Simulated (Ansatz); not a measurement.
Reactions of C$_{2}$H$_{5}$FOSe (`COC(F)[SeH]`).

Computed with Ansatz on PBE0-D4/def2-TZVP structures; ΔE is electronic, products minus reactants. CCSD(T)/CBS is the MP2 limit (def2-TZVPP, def2-QZVPP) plus CCSD(T) − MP2 in def2-TZVPP, frozen cores. This one scheme is used for every species. DFT in def2-TZVPP. Elements past krypton have def2 core potentials. For In, Se outer-core shells are correlated without core-valence functions, which leaves a few kJ/mol of doubt a bond. Scalar relativity is left out up to krypton. One conformer a species, not always the lowest.

| reaction | r2SCAN-D4 (kcal/mol) |
| --- | --- |
| `COC(F)[SeH]` + `[SeH][InH2]` → `C[Se][InH2]` + `OC(F)[SeH]` | -8.9 |
| `COC(F)[SeH]` + `[SiH3]N[SiH3]` → `[SiH3]N[SiH2][SeH]` + `COCF` | -29.8 |
| `COC(F)[SeH]` + H₂ → `COC[SeH]` + H–F | -16.7 |
| `COC(F)[SeH]` + H₂Se → `[SeH][SeH]` + `COCF` | -12.4 |
| `COC(F)[SeH]` + H₂S → `FC(S)[SeH]` + CH₃OH | 4.3 |
| `COC(F)[SeH]` + `[InH3]` → `[SeH][InH2]` + `COCF` | -42.2 |

Question: Give the CCSD(T)/CBS values in the same order. (Best estimate.)

Answer: The calculation gave: -9.3, -30.3, -20.7, -12.3, 2.8, -43.8 kcal/mol.

Largest T1 diagnostic: 0.014, for `[InH3]`.
